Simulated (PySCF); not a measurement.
Start geometry of `FC(F)(Br)Br` from GFN2-xTB (Å):
```
atom  x, y, z in Å
F1     0.0203   -0.9570   -1.0464
C2    -0.0066   -0.1333   -0.0024
F3    -0.0535   -0.8769    1.0821
Br4    1.6612    0.9389   -0.0053
Br5   -1.5879    0.9943   -0.0659
```

Problem. What comes out of this run: PySCF 2.14.0, PBE0-D3(BJ)/def2-SVP geometry optimisation, gas phase?

Solution. 
```
atom  x, y, z in Å
F1    -1.330    0.203   -0.360
C2    -0.097   -0.003    0.066
F3    -0.126   -0.149    1.377
Br4    0.594   -1.622   -0.740
Br5    0.997    1.530   -0.381
```

The energy falls by 0.61 kcal/mol over 6 energy and gradient evaluations, the largest force component goes from 0.0128 to 1.0e-04 Eh/bohr, and the atoms move by 0.024 Å rms after alignment. The bond that changes most is C2–Br4 (CF2 carbon to alkyl bromine), which shortens by 0.047 Å. Bonds longer at the end by more than 0.005 Å: 0 of 4; shorter: 3. Rotational constants go from 3198, 1099, 950.3 to 3242, 1131, 980.1 MHz. The orientation of the end geometry is arbitrary; only internal coordinates are fixed.

The run used 106 basis functions and 41 SCF cycles in all. On an Intel Xeon Platinum 8559C with one thread, on a shared host, this took 24 s and 0.45 GiB of memory at its peak.

Not checked by PBE0-D3(BJ)/def2-SVP frequencies.
